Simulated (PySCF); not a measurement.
## SiBr: energy against distance

Set-up: PySCF, no relativity, basis sets Si def2-TZVPP, Br def2-TZVPP. Energies in eV from Si + Br in their ground configurations at the same level. State: ²Π (doublet), unpaired electrons π ↑.

All columns are revPBE. A positive dipole means Si(−)Br(+).

```
R (Å)  E (eV)  μ (D)  Mulliken charge on Si (basis-dependent)  HOMO (eV)  LUMO (eV)  Mayer bond order  ⟨S²⟩
1.925  -2.738   1.06                                    -0.04      -3.54      -3.30              1.57  0.76
2.015  -3.347   0.60                                     0.03      -3.73      -3.48              1.49  0.76
2.105  -3.689   0.13                                     0.09      -3.91      -3.65              1.42  0.76
2.172  -3.819  -0.23                                     0.13      -4.05      -3.78              1.37  0.76
2.239  -3.869  -0.59                                     0.16      -4.18      -3.90              1.33  0.76
2.306  -3.859  -0.95                                     0.19      -4.30      -4.02              1.30  0.76
2.396  -3.777  -1.42                                     0.22      -4.46      -4.17              1.25  0.76
2.508  -3.600  -2.00                                     0.25      -4.65      -4.36              1.20  0.76
2.642  -3.323  -2.66                                     0.29      -4.87      -4.56              1.15  0.76
2.821  -2.910  -3.48                                     0.32      -5.12      -4.81              1.10  0.76
```

A fit through these points gives, at Re = 2.259 Å, μ = -0.70 D and dμ/dR = -5.36 D/Å; the reduced mass is 20.65 u.

**Question.** How strong is the fundamental in the double-harmonic approximation, I = 42.26·(dμ/dR)²/μred km/mol?

**Answer.** I = 42.26·(-5.36)²/20.65 = 58.8 km/mol at revPBE.

Spin–orbit coupling is left out. The state was picked by a PBE0 search and need not be the measured ground state.
